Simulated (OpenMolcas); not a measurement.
Os6+ (d2) among equal point charges was computed by CASSCF with the d shell active (OpenMolcas, ANO-RCC-VTZP on the metal). Its lowest spin-free states, and all those of the highest spin:

| 2S+1 | Degeneracy | E (cm-1) |
| --- | --- | --- |
| 3 | 1 | 0.0 |
| 3 | 2 | 663.0 |
| 3 | 1 | 11255 |
| 3 | 2 | 12102 |
| 1 | 2 | 13431 |
| 1 | 1 | 14333 |
| 1 | 2 | 15032 |
| 3 | 1 | 21874 |
| 3 | 2 | 25232 |
| 3 | 1 | 25843 |
| 1 | 2 | 27547 |
| 1 | 1 | 27559 |

**Question.** Is the site octahedral, tetrahedral or cube-like, axial, or of lower symmetry?

**Answer.** The states with 2S+1 = 3 have orbital degeneracies 1, 2, 1, 2, 1, 2, 1. There are pairs but no triples, so the site is axial: not cubic, but with a proper or improper axis of order three or more. The run had Os6+ among 6 point charges of -1.7 e arranged as a trigonal antiprism (D3d), 1.77 Å from the ion, with a polar angle of 53.1° against the regular 54.74°.

Spin-orbit coupling mixes the spin-free states strongly: the lowest level takes only 50 % from its leading state, 3E, which lies 663 cm-1 above the lowest spin-free state. Without dynamic correlation the repulsion within the d shell is too large (B by tens of per cent), so at a given field states of lower spin stand too high. This is an electrostatic model: the charges have no orbitals. No measured value stands beside these numbers.
